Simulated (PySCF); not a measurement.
**SrPb⁺: from constants to spectrum**

PBE constants of SrPb⁺, ²Π (doublet), unpaired electrons π ↑ (PySCF, scalar-relativistic core potentials, basis sets Sr def2-SVPD with ECP28, Pb def2-SVPD with ECP60; masses 87.9056 and 207.9766 u):

```
ωe              : 102.1 cm⁻¹
ωexe            : 0.251 cm⁻¹
Be              : 0.023008 cm⁻¹
αe              : 7.3e-05 cm⁻¹
D (centrifugal) : 4.67e-09 cm⁻¹
```

Give the vibrational terms G(v) and spacings up to v = 6.

G(v) = ωe(v+½) − ωexe(v+½)².

```tsv
v	G(v) (cm⁻¹)	G(v) − G(v−1)	Bv (cm⁻¹)
0	51.0		0.02297
1	152.6	101.6	0.02290
2	253.7	101.1	0.02283
3	354.3	100.6	0.02275
4	454.4	100.1	0.02268
5	554.0	99.6	0.02261
6	653.0	99.1	0.02253
```

These are scalar-relativistic numbers at best; spin–orbit coupling would shift them, the dissociation energy most. The state was picked by a PBE0 search and need not be the measured ground state.
